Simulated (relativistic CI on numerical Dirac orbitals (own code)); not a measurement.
## Ni+ in a cubic cluster: 2p photoemission with charge transfer

Computed with a charge-transfer multiplet model of a cubic metal-ligand cluster with up to one ligand hole, Slater and spin-orbit integrals from Dirac-Coulomb-Breit ions, Slater integrals scaled by 0.8. The ground state mixes d9 with configurations of k ligand holes L, whose averages lie at kΔ + k(k − 1)U_dd/2; a core hole lowers each added d electron by U_cd. 300 K, Lorentzian 0.6 eV and Gaussian 0.8 eV FWHM.

Atomic integrals in eV (Slater integrals scaled, ζ unscaled), ground: F2dd 9.736, F4dd 6.042, zeta_d 0.072; with the core hole: F2dd 9.736, F4dd 6.042, zeta_d 0.103, zeta_core 11.413, F2cd 6.198, G1cd 4.674, G3cd 2.657.

Cluster parameters (eV): Δ = 3.1, U_dd = 8.2, U_cd = 10.6, 10Dq(ligand) = 1.6, V(eg) = 1.5, V(t2g) = -0.79, final-state hopping factor = 0.9.

```csv
Case,n_d,d9,d10L,S
10Dq = -0.5 eV,9.22,0.78,0.22,0.50
10Dq = -0.2 eV,9.21,0.79,0.21,0.50
10Dq = 0.4 eV,9.19,0.81,0.19,0.50
10Dq = 1 eV,9.16,0.84,0.16,0.50
10Dq = 1.3 eV,9.15,0.85,0.15,0.50
```

Weights, n_d and S are thermal averages at 300 K. Binding energies count from the first peak over 30 % of the highest in each spectrum, which can be another peak from case to case. The parameters are a model scan and need not match a compound or its usual spin state. A negative ionic 10Dq is a model choice; hopping adds the covalent part of the field. Peaks in eV (height, largest 100):
- 10Dq = -0.5 eV: 0.0 (100), 7.8 (76), 9.0 (63), 10.4 (56), 17.2 (49), 26.3 (77)
- 10Dq = -0.2 eV: 0.0 (100), 7.8 (76), 10.3 (57), 17.1 (49), 26.3 (68)
- 10Dq = 0.4 eV: 0.0 (94), 7.7 (100), 10.1 (59), 17.1 (46), 26.2 (63)
- 10Dq = 1 eV: 0.0 (70), 7.5 (100), 9.7 (47), 17.1 (35), 24.9 (41), 26.0 (47)
- 10Dq = 1.3 eV: 0.0 (63), 7.4 (100), 9.6 (42), 17.1 (31), 24.8 (42), 25.9 (41)

Curve for 10Dq = 1.3 eV (points under 2 left out, the grid thinned):

```tsv
E (eV)	Intensity
-2.3	2.1
-1.8	3.3
-1.2	8.1
-0.7	24.5
-0.1	61.4
0.4	44.5
0.9	15.4
1.5	5.2
2.0	3.1
2.5	2.3
3.1	2.0
3.9	2.1
4.5	2.6
5.0	3.5
5.5	5.3
6.1	11.9
6.6	33.7
7.2	92.8
7.7	84.1
8.2	40.3
8.8	28.1
9.3	38.7
9.8	39.4
10.4	19.8
10.9	9.5
11.5	4.0
12.0	2.5
15.4	2.3
16.0	5.0
16.5	14.5
17.1	31.0
17.6	19.5
18.1	6.7
18.7	2.5
22.8	2.4
23.4	4.8
23.9	12.4
24.4	32.3
25.0	39.3
25.5	36.5
26.0	40.3
26.6	19.1
27.1	8.2
27.7	3.9
28.2	2.1
```

For the case 10Dq = 0.4 eV, Δ = 3.1 eV is smaller than U_dd = 8.2 eV, the charge-transfer side of the Zaanen-Sawatzky-Allen scheme. With the core hole the average of the configuration with one ligand hole lies at Δ − U_cd = -7.5 eV before mixing: it lies below the unscreened one, so the lowest final states are mostly screened and the unscreened weight appears at higher binding energy as a satellite.
